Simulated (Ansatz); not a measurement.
```yaml
crystal:
  periodic: [false, false, false]
  atoms:
    - {symbol: C, position_ang: [10.870047, 0.355326, -0.519874]}
    - {symbol: C, position_ang: [10.748971, -1.012648, -0.686065]}
    - {symbol: S, position_ang: [9.092231, -1.511754, -0.662901]}
    - {symbol: C, position_ang: [8.529780, 0.131361, -0.426409]}
    - {symbol: C, position_ang: [7.122978, 0.442690, -0.313844]}
    - {symbol: C, position_ang: [6.526691, 1.691251, -0.124760]}
    - {symbol: C, position_ang: [5.116084, 1.639355, -0.057644]}
    - {symbol: C, position_ang: [4.595512, 0.349835, -0.193648]}
    - {symbol: C, position_ang: [3.223933, -0.084685, -0.176897]}
    - {symbol: C, position_ang: [2.700545, -1.373468, -0.312162]}
    - {symbol: C, position_ang: [1.290311, -1.420914, -0.244502]}
    - {symbol: C, position_ang: [0.696622, -0.169598, -0.055670]}
    - {symbol: C, position_ang: [-0.696455, 0.169624, 0.059622]}
    - {symbol: C, position_ang: [-1.290236, 1.420947, 0.248113]}
    - {symbol: C, position_ang: [-2.700520, 1.373503, 0.314952]}
    - {symbol: C, position_ang: [-3.223826, 0.084698, 0.179636]}
    - {symbol: C, position_ang: [-4.595415, -0.349861, 0.195426]}
    - {symbol: C, position_ang: [-5.115888, -1.639354, 0.058786]}
    - {symbol: C, position_ang: [-6.526568, -1.691217, 0.124429]}
    - {symbol: C, position_ang: [-7.122981, -0.442670, 0.313171]}
    - {symbol: C, position_ang: [-8.529886, -0.131323, 0.424380]}
    - {symbol: C, position_ang: [-9.615074, -1.007529, 0.370785]}
    - {symbol: C, position_ang: [-10.870187, -0.355443, 0.516597]}
    - {symbol: C, position_ang: [-10.749371, 1.012751, 0.681186]}
    - {symbol: S, position_ang: [-9.092683, 1.512052, 0.658219]}
    - {symbol: S, position_ang: [-5.897521, 0.805839, 0.408945]}
    - {symbol: S, position_ang: [-1.927070, -1.077194, -0.033668]}
    - {symbol: S, position_ang: [1.927313, 1.077170, 0.037416]}
    - {symbol: S, position_ang: [5.897464, -0.805887, -0.408132]}
    - {symbol: C, position_ang: [9.615110, 1.007371, -0.372382]}
    - {symbol: H, position_ang: [11.837642, 0.875152, -0.504662]}
    - {symbol: H, position_ang: [11.540513, -1.759305, -0.821233]}
    - {symbol: H, position_ang: [7.107513, 2.618725, -0.037624]}
    - {symbol: H, position_ang: [4.476690, 2.521279, 0.087402]}
    - {symbol: H, position_ang: [3.337552, -2.257144, -0.456930]}
    - {symbol: H, position_ang: [0.703547, -2.346046, -0.330600]}
    - {symbol: H, position_ang: [-0.703503, 2.346103, 0.334234]}
    - {symbol: H, position_ang: [-3.337630, 2.257208, 0.459059]}
    - {symbol: H, position_ang: [-4.476390, -2.521279, -0.085769]}
    - {symbol: H, position_ang: [-7.107360, -2.618636, 0.036422]}
    - {symbol: H, position_ang: [-9.499232, -2.090196, 0.229880]}
    - {symbol: H, position_ang: [-11.837705, -0.875408, 0.501374]}
    - {symbol: H, position_ang: [-11.541068, 1.759469, 0.815107]}
    - {symbol: H, position_ang: [9.499537, 2.089838, -0.229756]}
basis:
  gaussian: {orbitals: def2-mTZVPP, fitting: {mean_field: def2-universal-jkfit}}
magnetization: {spin_polarized: false, initial_magnetization: 2}
hamiltonian: {xc: {name: HSE06}, dispersion: d3bj}
scf: {omitted_lower_state_checks: [starts]}
```

```sh
$ ansatz run in.yaml --threads 2 --pin off --events-out ev --progress --plain --max-ram 32768MiB --backend cuda --devices 0, --max-vram 18GiB
```

Output, abridged:

```
Functional definition: HSE06
2820 factors; integrals over basis functions are off by at most 2.0e-1 eV
2820 factors; integrals over basis functions are off by at most 1.8e-7 eV
mean field evaluation 1: about -90020.8770 eV, gradient 1.5e2 eV
mean field evaluation 2: about -90020.8550 eV, gradient 1.5e2 eV
mean field evaluation 4: about -90071.1074 eV, gradient 4.9e1 eV
mean field evaluation 8: about -90078.7843 eV, gradient 7.1e0 eV
mean field evaluation 16: about -90079.1058 eV, gradient 4.9e-2 eV
mean field evaluation 32: about -90079.1059 eV, gradient 3.7e-5 eV
mean field -90079.10586462 eV, -3310.3460827139 hartree, gradient 9.9e-6 eV, S^2 2.000000; 0 other end points of the search recorded, 0 dependent functions left out
reference -90079.10596114 eV, -3310.3460862609 hartree; 128, 126 occupied and 560, 562 virtual orbitals, 2820 factors
Total energy: -90080.59797246 eV, -3310.4009166654 hartree
Checks for a lower state left out: starts
```

Hardware: 2 threads of AMD EPYC 7R13 on a shared host and a share (18 GiB) of an NVIDIA H100 80GB HBM3. Wall time 20 s.

HSE06 is defined as in plane-wave codes, on full-range PBE exchange.

With spin_polarized false and unpaired electrons the run is restricted open-shell.
